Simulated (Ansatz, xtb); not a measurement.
# Relative energy of two isomers of BrGeH5SSi

We compare I, `S[Si@@H]([GeH3])Br`, a singlet, with II, `[SH][GeH2][SiH2]Br`, a singlet. Both are isolated molecules in the gas phase, relaxed with B3LYP/def2-SVP; the shapes shown needn't be the lowest conformers.

I (Å):

```yaml
atoms:
  - { symbol: Br, position_ang: [1.0206, 1.9317, -1.3162] }
  - { symbol: Ge, position_ang: [-2.3706, 0.2463, -1.3249] }
  - { symbol: S, position_ang: [-0.3335, 0.9657, 1.7842] }
  - { symbol: Si, position_ang: [-0.2081, 0.3515, -0.2900] }
  - { symbol: H, position_ang: [-1.0274, -0.1375, 2.1596] }
  - { symbol: H, position_ang: [0.5340, -0.9351, -0.4191] }
  - { symbol: H, position_ang: [-3.0296, 1.6376, -1.2754] }
  - { symbol: H, position_ang: [-3.2608, -0.7563, -0.5562] }
  - { symbol: H, position_ang: [-2.2560, -0.2168, -2.7924] }
```

II (Å):

```yaml
atoms:
  - { symbol: Br, position_ang: [0.6205, 1.6944, 1.0090] }
  - { symbol: Ge, position_ang: [-2.1243, 0.3234, -1.1624] }
  - { symbol: S, position_ang: [-3.4362, 0.3215, 0.6714] }
  - { symbol: Si, position_ang: [0.1551, 0.0413, -0.4579] }
  - { symbol: H, position_ang: [-2.6761, 1.2258, 1.3343] }
  - { symbol: H, position_ang: [-2.6187, -0.8711, -2.0052] }
  - { symbol: H, position_ang: [-2.2949, 1.6274, -1.9747] }
  - { symbol: H, position_ang: [0.3465, -1.2587, 0.2411] }
  - { symbol: H, position_ang: [1.1254, 0.1495, -1.5842] }
```

Which of the two would you expect CCSD(T)/def2-SVP + ΔMP2/def2-TZVPP electronic energies to favour?

Structure I; the calculation gives E(II) − E(I) = +0.092 eV.

The same difference at several levels:

```json
{"level": "GFN2-xTB", "geometry": "GFN2-xTB", "E(II) − E(I) (eV)": "−0.416", "departure from the last row (eV)": "−0.508", "job, with rough time for the two": "optimisation, 0.18 s"}
{"level": "HF/STO-3G", "geometry": "GFN2-xTB", "E(II) − E(I) (eV)": "+0.041", "departure from the last row (eV)": "−0.051", "job, with rough time for the two": "single point, 0.66 s"}
{"level": "r2SCAN-D4/def2-SVP", "geometry": "GFN2-xTB", "E(II) − E(I) (eV)": "+0.089", "departure from the last row (eV)": "−0.003", "job, with rough time for the two": "single point, 2.8 s"}
{"level": "B3LYP/def2-SVP", "geometry": "B3LYP/def2-SVP", "E(II) − E(I) (eV)": "+0.049", "departure from the last row (eV)": "−0.044", "job, with rough time for the two": "optimisation, 62 s"}
{"level": "HF/def2-SVP", "geometry": "B3LYP/def2-SVP", "E(II) − E(I) (eV)": "+0.019", "departure from the last row (eV)": "−0.074", "job, with rough time for the two": "part of the CCSD(T) run"}
{"level": "MP2/def2-SVP", "geometry": "B3LYP/def2-SVP", "E(II) − E(I) (eV)": "+0.073", "departure from the last row (eV)": "−0.019", "job, with rough time for the two": "part of the CCSD(T) run"}
{"level": "CCSD(T)/def2-SVP", "geometry": "B3LYP/def2-SVP", "E(II) − E(I) (eV)": "+0.059", "departure from the last row (eV)": "−0.034", "job, with rough time for the two": "single point"}
{"level": "CCSD(T)/def2-SVP + ΔMP2/def2-TZVPP", "geometry": "B3LYP/def2-SVP", "E(II) − E(I) (eV)": "+0.092", "departure from the last row (eV)": "", "job, with rough time for the two": "single point, 34 s"}
```

As drawn, II has 1 Ge–S, 1 Si–H in place of 1 S–Si, 1 Ge–H.

GFN2-xTB puts the two in the other order. HF/def2-SVP finds them nearly level. The largest departure from CCSD(T)/def2-SVP + ΔMP2/def2-TZVPP is that of GFN2-xTB, 0.508 eV. The last row adds to CCSD(T) the change of the MP2 difference between the two basis sets, here +0.034 eV.

With thermal terms from frequencies at re-optimised GFN2-xTB minima (ideal gas, soft modes damped towards free rotors, one conformer each, 298.15 K, 1 atm): the zero-point term adds −0.001 eV; ΔH is +0.081 and ΔG +0.117 eV.

The correlated steps freeze 28 core orbitals; the filled d shell of Br and Ge is correlated, in a basis made for valence electrons. Mirror images aren't counted in ΔG. Programs: Ansatz 0.2.0, xtb 6.7.1; the last row on 2 threads of Intel(R) Xeon(R) 6975P-C (Granite Rapids) on a shared host.
